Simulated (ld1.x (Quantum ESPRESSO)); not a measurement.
## Transferability test, RRKJ potential for thallium

* Element: Tl (Z = 81)
* Generator: ld1.x (Quantum ESPRESSO) 7.5
* Type: norm-conserving RRKJ (Kleinman–Bylander form)
* Functional: revPBE
* Relativity: scalar-relativistic
* Frozen core: [Xe] 4f14 5d10
* Valence charge: 3
* Reference configuration: 6s2 6p1
* Partial waves: 6p (bound): rc 2.35 bohr; 6s (bound): rc 2.25 bohr
* Local potential: the s channel
* Core correction: Bessel-smoothed model core inside 1.20 bohr

Energies are relative to the spin-unpolarised reference configuration 6s2 6p1; without spin polarisation the order of configurations can differ from experiment.

```csv
valence configuration,charge,ΔE all-electron (eV),error AE − PS (meV)
6s2 6p0,+1,5.072,-31
6s2 6p0.5,+0.5,1.808,-5.7
6s1 6p1,+1,13.354,-138
6s0 6p3,0,15.200,-223
6s2 6p1.3,-0.3,-0.471,-0.4
6s1 6p2,0,7.407,-57
```

(1) What are ΔE and the potential's error for 6s1 6p0?

Levels in the configuration 6s2 6p1.3:

```json
{"level": "6s", "all-electron (eV)": "-7.832", "pseudo (eV)": "-7.823"}
{"level": "6p", "all-electron (eV)": "-0.892", "pseudo (eV)": "-0.889"}
```

## Answers

(1) ΔE = 25.722 eV all-electron; the error (AE − PS) is -405 meV.
